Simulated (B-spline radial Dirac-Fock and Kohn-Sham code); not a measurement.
These are calculated numbers from a radial B-spline solver; the model is Dirac-Fock densities.

**Question.** This computed X-ray form factor belongs to an atom or ion in its tabulated ground configuration. Which?

| sin θ/λ (Å⁻¹) | f₀ |
| --- | --- |
| 0.1 | 29.492 |
| 0.3 | 22.837 |
| 0.5 | 16.988 |
| 0.9 | 9.408 |
| 1 | 8.395 |
| 1.2 | 7.050 |
| 1.4 | 6.231 |
| 1.6 | 5.636 |
| 2.5 | 3.473 |

**Answer.** As²⁺, with 31 electrons in [Ar] 3d10 4s2 4p1. f₀ tends to the number of electrons as s goes to zero, which the first rows give only roughly, and the rate of fall reflects the nuclear charge, 33.
